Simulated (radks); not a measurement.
Isoelectronic series with 11 electrons, all held in the configuration [Ne] 3s1, which need not be the ground one along the series. Calculated with a radial shooting solver on a logarithmic mesh with Libxc functionals: non-relativistic Kohn-Sham, BLYP, spin-polarised, spherical densities, point nucleus; open shells are filled with parallel spins first (spin-orbit coupling, left out, can overturn this in heavy ions). Total energies (hartree) and orbital eigenvalues (hartree) (* marks an orbital that is empty in some or all of the ions):

ion	E (hartree)	3p up*	3s up	2p down	2p up
Si3+	-287.27101	-1.16258	-1.48278	-4.84439	-4.85426
Cl6+	-449.38637	-3.39138	-3.93649	-10.98118	-10.99810
Ca9+	-648.55275	-6.64493	-7.41140	-19.39365	-19.41739
V12+	-884.74495	-10.90937	-11.89580	-30.06823	-30.09869
Fe15+	-1157.95220	-16.17971	-17.38535	-42.99962	-43.03674
Cu18+	-1468.16901	-22.45363	-23.87802	-58.18527	-58.22901
Ge21+	-1815.39230	-29.72991	-31.37273	-75.62375	-75.67409
Br24+	-2199.62017	-38.00781	-39.86886	-95.31423	-95.37116
Sr27+	-2620.85141	-47.28689	-49.36600	-117.2562	-117.3197
Nb30+	-3079.08520	-57.56686	-59.86391	-141.4492	-141.5193
Ru33+	-3574.32095	-68.84751	-71.36239	-167.8931	-167.9697
Ag36+	-4106.55827	-81.12870	-83.86132	-196.5876	-196.6708
